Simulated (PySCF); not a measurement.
Q: Write Cartesian coordinates for `B/C=C\C#C` as optimised with PBE0-D3(BJ)/def2-SVP.

A: 
```xyz
10
C4H5B angstrom
B     -1.210   -1.139    0.089
C     -1.260    0.393    0.256
C     -0.178    1.209    0.141
C      1.154    0.806   -0.140
C      2.315    0.534   -0.372
H     -0.160   -1.688   -0.142
H     -2.219   -1.799    0.185
H     -2.206    0.900    0.477
H     -0.301    2.293    0.271
H      3.336    0.273   -0.582
```

Any rigid rotation of these coordinates is as good. Atoms count from 1 in this order. Of the pairs four or more bonds apart, C4···H6 is among the closest relative to their van der Waals radii: 2.82 Å, 97 % of the sum of Bondi's values. The 5 heavy atoms lie in one plane (0.002 Å rms). B1 (three-coordinate boron) is planar (angles 120.4°, 120.0° and 119.6°, sum 360.0°, 0.00 Å off the plane of its three neighbours). The 3 C–C bonds span 1.215 Å (C4≡C5, drawn triple) to 1.419 Å (C3–C4, drawn single), a spread of 0.204 Å.

Bonds between heavy atoms (Å): B1–C2 1.542, C2=C3 1.360, C3–C4 1.419, C4≡C5 1.215.

Method: PySCF 2.14.0, PBE0-D3(BJ)/def2-SVP geometry optimisation, gas phase.

Point group: Cs (every atom within 0.08 Å of its image). No frequency check.

Hardware: an Arm Neoverse V2 with one thread, on a shared host. Cost: 17 s of wall time, 0.38 GiB resident at most. These figures are those of the optimisation.
